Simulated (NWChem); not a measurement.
Molecule: C₂H₂Br₂; SMILES Br/C=C\Br

Program: NWChem. All runs use the structure optimised with B3LYP/6-31G* (spherical d). Level: PBE/def2-SVP with COSMO at NWChem's default radii, gas-phase geometry; the question gives the dielectric constant.

Problem. Predict the results for dielectric constant 46.7. Quantities: electrostatic solvation energy (kcal/mol); dipole in solution (D).

Solution. The electrostatic solvation energy (kcal/mol) comes out as -2.8 and the dipole in solution (D) comes out as 2.03.
